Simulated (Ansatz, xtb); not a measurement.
CH4AlBF2Mg: where a starting geometry ends

The starting geometry of this gas-phase singlet was built from a drawn formula by distance geometry and a force field; its bonds are those of `[CH3][AlH][Mg][B](F)F`.

```xyz
10

C     0.7328    0.0943    0.9278
Al   -0.2058    0.4760   -0.7742
B    -1.1898    5.1157   -2.0068
F    -0.8847    6.2022   -1.1326
F    -1.8308    5.4470   -3.2856
Mg   -0.7120    3.0151   -1.4689
H     1.7299    0.6110    0.9615
H     0.9369   -0.9919    1.0397
H     0.1830    0.4741    1.7687
H    -0.5820   -0.6807   -1.7561
```

Question: Where would you expect an optimisation with r2SCAN-D4/def2-SVP to take it?

Answer: It keeps its bonds, and is `[CH3][AlH][Mg][B](F)F`.

The energy falls by 0.57 eV over 33 steps:

```
step  E − E(last) (eV)
   1             0.569
   5             0.011
   8             0.009
  12             0.009
  15             0.008
  19             0.006
  22             0.003
  26             0.001
  29             0.001
  33             0.000
```

Final geometry (Å):

```xyz
10

C     0.7307    0.0049    0.9720
Al    0.0105    0.5584   -0.7792
B    -1.3451    5.2660   -2.0692
F    -1.1408    6.3302   -1.2835
F    -1.9471    5.5733   -3.2240
Mg   -0.7250    3.1222   -1.4809
H     1.7777   -0.3315    0.8437
H     0.1839   -0.8740    1.3605
H     0.7290    0.7800    1.7545
H    -0.0962   -0.6667   -1.8202
```

From the same start GFN2-xTB ends elsewhere, differing in F4–Mg6 (2.12 against 3.24 Å here).

No frequencies were run, so the end isn't proven a minimum. Run with Ansatz 0.2.0, 2.3 min on 2 threads of Arm Neoverse V1 (shared host).
